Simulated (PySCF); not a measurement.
**How methods differ on the ionisation energy of Hg⁵⁹⁺**

Hg⁵⁹⁺ [Ar] 3d3 (4F) → Hg⁶⁰⁺ [Ar] 3d2 (3F), as a difference of total energies. All numbers are calculated (PySCF 2.14, the spin-free X2C one-electron Hamiltonian (Gaussian nucleus), in an even-tempered Gaussian basis (17 s from 16 bohr⁻², ratio 2.5; 13 p from 20 bohr⁻², ratio 2.5; 7 d from 20 bohr⁻², ratio 2.5; 4 f from 74 bohr⁻², ratio 2.7; 3 g from 110 bohr⁻², ratio 2.7)). Correlated levels: outer shells: [Ne] frozen; virtual orbitals above 40 to 60 times the deepest correlated orbital energy dropped. The calculations carry no spin-orbit coupling.

```
                method  ionisation energy (eV)
                   UHF                  6145.0
                   LDA                  6143.0
                   PBE                  6143.4
                  PBE0                  6144.2
                r2SCAN                  6146.1
                   M06                  6146.5
                revPBE                  6143.4
    MP2 (outer shells)                  6145.0
SCS-MP2 (outer shells)                  6144.6
```

Spin-orbit coupling is strong in these open shells (close to jj coupling). The scalar numbers leave it out and a first-order estimate fails, so it can dominate the gap to the real levels.

Breit and QED terms and the two-electron picture change are absent.

For comparison: 6192 ± 7 eV (theoretical estimate listed by NIST; NIST Atomic Spectra Database, ionization energies).
